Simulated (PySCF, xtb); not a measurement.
C₂H₆OSi₂, SMILES C#C[SiH2][SiH2]O.

GFN2-xTB run with xtb at its own geometry gives an orbital gap of 4.06 eV and a dipole moment of 0.99 D.

The structure is a stationary point at ωB97X-D3(BJ)/def2-SVP. The structure was generated by enumeration, and PubChem lists no compound with its InChIKey, so it may never have been made. Other conformers were not sampled.

Problem. What does ωB97X/def2-TZVP (PySCF) give? (An estimate is asked for; the answer gives what the named calculation found.)

Solution. gap 11.43 eV (levels -10.05 and 1.38 eV), dipole 1.31 D.
